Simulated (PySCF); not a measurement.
Spectrum to structure. Computed with TDDFT B3LYP/def2-SVPD, vertical, gas phase, core orbitals frozen in the response (PySCF 2.14.0, density-fitted response routines). Geometries: GFN2-xTB, one conformer each.

```json
{"state": "S1", "E (eV)": "5.82", "f": "0.0025"}
{"state": "S2", "E (eV)": "5.99", "f": "0.0059"}
{"state": "S3", "E (eV)": "6.07", "f": "0.0042"}
{"state": "S4", "E (eV)": "6.32", "f": "0.024"}
{"state": "S5", "E (eV)": "6.49", "f": "0.017"}
{"state": "S6", "E (eV)": "6.89", "f": "0.027"}
{"state": "S7", "E (eV)": "7.04", "f": "0.104"}
{"state": "S8", "E (eV)": "7.11", "f": "0.032"}
```

Triplets computed (Tamm–Dancoff): 4.94, 5.31, 5.34 eV.

Question: Which candidate is it? All have the formula C2H7ClOSi3.
A. `[SiH3]C#C[SiH2]O[SiH2]Cl`
B. `C#C[Si@]([SiH3])(Cl)O[SiH3]`
C. `[SiH3]O[SiH2]C#C[SiH2]Cl`
D. `C#C[Si@@H](Cl)[SiH2]O[SiH3]`

Answer: B. Its S1, at 5.82 eV, is the highest among the candidates; the nearest of the others has S1 at 5.45 eV. S1 is HOMO→LUMO (43%), HOMO-1→LUMO (38%). Löwdin shares by element: HOMO carbon 41%, silicon 30% or more (atoms not listed hold the other 29%); LUMO carbon 37%, silicon 35% or more (atoms not listed hold the other 28%). At the same level the other candidates give, for their lowest levels:
- `[SiH3]C#C[SiH2]O[SiH2]Cl`: 5.45 eV (f 0.000); 5.72 eV (f 0.004); 5.84 eV (f 0.000); 6.53 eV (f 0.002); 7.04 eV (f 0.144); T1 4.64 eV; HOMO -7.98, LUMO -1.13 eV
- `C#C[Si@@H](Cl)[SiH2]O[SiH3]`: 5.26 eV (f 0.012); 5.79 eV (f 0.011); 5.92 eV (f 0.000); 6.14 eV (f 0.004); 6.19 eV (f 0.017); T1 4.77 eV; HOMO -7.74, LUMO -1.48 eV
- `[SiH3]O[SiH2]C#C[SiH2]Cl`: 5.30 eV (f 0.001); 5.67 eV (f 0.017); 5.92 eV (f 0.000); 6.26 eV (f 0.000); 6.50 eV (f 0.006); T1 4.60 eV; HOMO -8.12, LUMO -1.47 eV

The values belong to the conformer `[CH:1]#[C:2][Si@:3]([SiH3:4])([Cl:5])[O:6][SiH3:7]`: C2–Si3–O6–Si7 63°.
